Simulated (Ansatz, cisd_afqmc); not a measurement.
System: BHF, charge 1, singlet. BHF+ (parent SMILES [BH]F, singlet).
B3LYP-D3(BJ)/def2-TZVP minimum from Ansatz (a first-principles code):
```
B
F 1 1.2143
H 1 1.1763 2 180.00
```
Charge +1, spin multiplicity 1.

Total energies in cc-pVDZ, 10 correlated electrons, 2 frozen orbitals. Open shells are spin-unrestricted; no spin-orbit coupling. Correlated methods leave the cores frozen. No relativity. AFQMC/CISD: phaseless, guided by CISD from CCSD amplitudes; bars are statistical, one sigma. Outlying blocks are dropped, and bars are widened where a walk drifts. Over all cases where full CI ran beside it in this data, AFQMC minus full CI had a median of +0.1 mEh and passed +0.4 mEh in a tenth of the cases. The spin of HBF+ (parent SMILES [BH]F, singlet) was assumed, and the state is the lowest solution found for it.

```json
[
 {"method": "HF", "program": "Ansatz", "energy (Eh)": "-124.40625", "minus CCSDTQ (mEh)": "266.53"},
 {"method": "MP2", "program": "Ansatz", "energy (Eh)": "-124.65635", "minus CCSDTQ (mEh)": "16.43"},
 {"method": "CCSD", "program": "Ansatz", "energy (Eh)": "-124.66632", "minus CCSDTQ (mEh)": "6.46"},
 {"method": "CCSD(T)", "program": "Ansatz", "energy (Eh)": "-124.67196", "minus CCSDTQ (mEh)": "0.82"},
 {"method": "CCSDT(Q)", "program": "Ansatz", "energy (Eh)": "-124.67285", "minus CCSDTQ (mEh)": "-0.07"},
 {"method": "CCSDTQ", "program": "Ansatz", "energy (Eh)": "-124.67278", "minus CCSDTQ (mEh)": "0.00"},
 {"method": "AFQMC/CISD", "program": "cisd_afqmc", "energy (Eh)": "-124.6723 ± 0.0004", "minus CCSDTQ (mEh)": "0.4 ± 0.4"}
]
```

Rough core times of Ansatz's runs on a shared machine: CCSD(T) under 20 s, CCSDT(Q) under 20 s, CCSDTQ 70 s.
